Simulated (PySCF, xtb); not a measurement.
GeSe, SMILES [Ge]=[Se] (connectivity only; charge and spin as stated), neutral, multiplicity 1.

GFN2-xTB run with xtb at its own geometry gives an orbital gap of 2.78 eV and a dipole moment of 5.56 D.

The structure is a stationary point at PBE0-D3(BJ)/def2-TZVP.

Problem. What does CAM-B3LYP/def2-TZVPD (PySCF) give? (The exact figures need the calculation; the answer reports its results.)

Solution. gap 7.24 eV (levels -8.76 and -1.52 eV), dipole 2.07 D.
